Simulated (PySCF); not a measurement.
**Ge¹³⁺: fine-structure interval**

Ge¹³⁺ [Ar] 3d1 [3d3/2^1, M_J = 3/2] → Ge¹³⁺ [Ar] 3d1 [3d5/2^1, M_J = 5/2], as a difference of total energies. Calculation: PySCF 2.14, in an uncontracted even-tempered set (17 s from 1 bohr⁻², ratio 2.8; 12 p from 1.3 bohr⁻², ratio 2.8; 8 d from 1.3 bohr⁻², ratio 2.8; 4 f from 3.9 bohr⁻², ratio 3); the two-component X2C-1e Hamiltonian. Correlated levels: [Ne] frozen; the 76 highest virtual spinors dropped. "Screened" scales the spin-orbit matrix elements by Boettger's factors to mimic the two-electron term; Breit and QED terms are absent.

```
                    method  fine-structure interval (cm⁻¹)
 GHF (screened spin-orbit)                          7955.3
GMP2 (screened spin-orbit)                          7717.6
     GHF (bare spin-orbit)                           11525
```
